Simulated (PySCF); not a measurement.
N-methyl-N-silylmethanamine (C2H9NSi), SMILES CN(C)[SiH3].

Geometry: r2SCAN-D4/def2-SVP.

The numbers are results of PySCF with B3LYP/def2-TZVP, not measurements.

Isolated molecule, no solvent.

- total energy: -425.96209 hartree
- point group: Cs
- highest occupied level: -6.18 eV
- lowest empty level: 0.30 eV
- orbital gap: 6.48 eV
- dipole moment: 0.95 D
- quadrupole, principal values (traceless, Buckingham form, about the centre of nuclear charge): -2.07, 0.02, 2.05 D·Å
- mean static polarisability: 61.3 bohr³ (9.09 Å³)
- polarisability, principal values: 54.7, 61.7, 67.6 bohr³
